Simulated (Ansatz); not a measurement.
A nudged elastic band was laid between two geometries of CH$_{4}$ClOSi (8 atoms, charge 1, multiplicity 1).

These are results of Ansatz 0.2.0, RKS PBE0-D4/def2-SVP, not measurements.

```json
{"movable images": "7", "climbing image": "yes", "spring": "5.0 eV/Å²", "optimiser": "quadratic models (default)", "start path": "through a guess of the saddle point", "force threshold": "0.03 eV/Å", "iteration limit": "10", "end points": "relaxed"}
```

Initial state:

```xyz
8
Properties=species:S:1:pos:R:3
O 0.409 1.560 -1.057
Si 0.117 0.718 0.264
C -0.544 -0.996 0.274
Cl 1.301 -1.215 0.504
H 0.344 1.326 -1.992
H 0.265 1.491 1.500
H -1.051 -1.389 1.165
H -0.841 -1.495 -0.658
```

Final state:

```xyz
8
Properties=species:S:1:pos:R:3
O 0.270 1.618 -1.016
Si 0.526 0.550 0.140
C -0.197 -1.138 0.169
Cl -1.315 -0.142 1.294
H -0.298 1.591 -1.797
H 1.536 0.969 1.114
H -0.796 -1.516 -0.670
H 0.274 -1.931 0.766
```

Q: What changes between the two ends?

A: No bond is made or broken. The dihedral H6–Si2–C3–Cl4 goes from -89 to 89°. The two ends are copies of one structure, up to a mirror image or an exchange of like atoms.

Q: What energy profile does the band end with?

A: The run converged. The highest image is number 4 of 0 to 8, 37.3 kJ/mol above the ends, which have the same energy within 2 meV. Another band between the same ends (7 images) ends at a top of the same energy, where a vibrational analysis finds 1 clearly imaginary mode.

```json
{"image": "0", "path coordinate (Å)": "0.00", "energy (kJ/mol)": "0.0", "dihedral H6–Si2–C3–Cl4 (°)": "-89"}
{"image": "1", "path coordinate (Å)": "0.67", "energy (kJ/mol)": "11.1", "dihedral H6–Si2–C3–Cl4 (°)": "-67"}
{"image": "2", "path coordinate (Å)": "1.34", "energy (kJ/mol)": "28.5", "dihedral H6–Si2–C3–Cl4 (°)": "-43"}
{"image": "3", "path coordinate (Å)": "2.01", "energy (kJ/mol)": "35.8", "dihedral H6–Si2–C3–Cl4 (°)": "-21"}
{"image": "4", "path coordinate (Å)": "2.69", "energy (kJ/mol)": "37.3", "dihedral H6–Si2–C3–Cl4 (°)": "0"}
{"image": "5", "path coordinate (Å)": "3.36", "energy (kJ/mol)": "35.8", "dihedral H6–Si2–C3–Cl4 (°)": "21"}
{"image": "6", "path coordinate (Å)": "4.03", "energy (kJ/mol)": "28.4", "dihedral H6–Si2–C3–Cl4 (°)": "43"}
{"image": "7", "path coordinate (Å)": "4.70", "energy (kJ/mol)": "11.0", "dihedral H6–Si2–C3–Cl4 (°)": "67"}
{"image": "8", "path coordinate (Å)": "5.37", "energy (kJ/mol)": "0.0", "dihedral H6–Si2–C3–Cl4 (°)": "89"}
```

Q: What is the geometry of the highest image?

A: 
```xyz
8
Properties=species:S:1:pos:R:3
O -0.035 1.718 -1.058
Si 0.362 0.714 0.109
C -0.237 -1.028 0.259
Cl 0.521 -1.660 1.731
H -0.605 1.630 -1.836
H 1.279 1.326 1.082
H -1.338 -1.069 0.333
H 0.053 -1.631 -0.620
```

The band took 10 iterations and roughly 6 core-minutes.

Run time: 6.4 min on 1 thread of Arm Neoverse N1, on a shared host, peak memory 0.17 GiB.
